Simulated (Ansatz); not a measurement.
`C[NH][GeH2][NH]C` and `C[NH][GeH2][SiH3]` differ in one atom or group.

Ansatz, PBE0-D4/def2-TZVP geometries, multiplicity 1. Each molecule was computed in one conformer, which needn't be the lowest.

Scalar relativity is left out up to krypton.

```
                                        property  `C[NH][GeH2][NH]C`
               HOMO energy (PBE/def2-TZVPP) / eV               -5.08
             HOMO–LUMO gap (PBE/def2-TZVPP) / eV                5.17
         HOMO–LUMO gap (ωB97M-V/def2-TZVPP) / eV               11.21
size of the dipole moment (B3LYP/def2-TZVPP) / D                0.31
           HOMO–LUMO gap (B3LYP/def2-TZVPP) / eV                6.84
  size of the dipole moment (PBE/def2-TZVPP) / D                0.21
```

Give the same properties after the change, and the shifts. (Estimate.)

Computed: 
```csv
property,`C[NH][GeH2][SiH3]`,shift
HOMO energy (PBE/def2-TZVPP) / eV,-5.21,-0.13
HOMO–LUMO gap (PBE/def2-TZVPP) / eV,4.39,-0.78
HOMO–LUMO gap (ωB97M-V/def2-TZVPP) / eV,10.38,-0.83
size of the dipole moment (B3LYP/def2-TZVPP) / D,0.80,0.49
HOMO–LUMO gap (B3LYP/def2-TZVPP) / eV,6.07,-0.77
size of the dipole moment (PBE/def2-TZVPP) / D,0.80,0.59
```

With PBE0 the HOMO falls by 0.05 eV and the LUMO falls by 0.90 eV, so the gap narrows by about 0.85 eV. PBE moves the HOMO by -0.13 eV and ωB97M-V by 0.07 eV. Dipoles are sizes alone; their direction can turn.

B3LYP here is the variant with VWN-RPA as its local correlation; programs differ in this.
